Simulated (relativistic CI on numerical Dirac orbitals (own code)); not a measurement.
## Ce⁴¹⁺: q coefficients and field-shift factors

Calculated at this level of theory: Dirac-Coulomb-Breit CI, separate exchange-only KLI orbitals for each configuration, derivatives by finite differences, unscaled Slater integrals, QED left out (own radial code, finite nucleus).

CI space (outside the closed core [Ne]): 3s2 3p5, 3s 3p6, 3s2 3p4 3d, 3s 3p5 3d, 3p6 3d, 3s 3p4 3d2, 3p5 3d2, 3p4 3d3. Double excitations out of closed p, d and f shells are left out; levels of such configurations are missing from the list, as are those of other unlisted configurations, and high levels can miss mixing partners.

With x = (α/α₀)² − 1 an excitation energy changes as ω = ω₀ + qx; K = 2q/ω₀ is the relative enhancement. Terms are leading LS components, so labels can repeat. The field-shift factor is F = δν/δ⟨r²⟩ for the transition from the lowest level.

Lowest level 3s2 3p5 2P°_3/2.

```
            Level  ω₀ (cm⁻¹)  q (cm⁻¹)       K  F (GHz/fm²)
  3s2 3p5 2P°_1/2     878497    985500    2.24        -47.8
3s2 3p4 3d 4D_3/2    1354520     56610  0.0836         1.35
3s2 3p4 3d 4D_5/2    1379632     73660   0.107         1.82
3s2 3p4 3d 4P_1/2    1385224     82260   0.119        -29.3
3s2 3p4 3d 4F_7/2    1418222     57160  0.0806         2.61
3s2 3p4 3d 2D_3/2    1530324     77620   0.101       0.0844
3s2 3p4 3d 2F_7/2    1565573    252100   0.322         4.12
3s2 3p4 3d 2P_1/2    1578385    370500    0.47         -175
3s2 3p4 3d 4F_9/2    1586211    247500   0.312         5.87
3s2 3p4 3d 2D_5/2    1753880    267400   0.305          1.8
3s2 3p4 3d 2D_3/2    1790752    295700    0.33         1.62
3s2 3p4 3d 2D_5/2    1815372    310800   0.342        -1.39
    3s 3p6 2S_1/2    1957375    999400    1.02         -906
```

At this charge energies of transitions that change n are usually good to better than 1 %, and those within a shell (Δn = 0) to a few per cent.
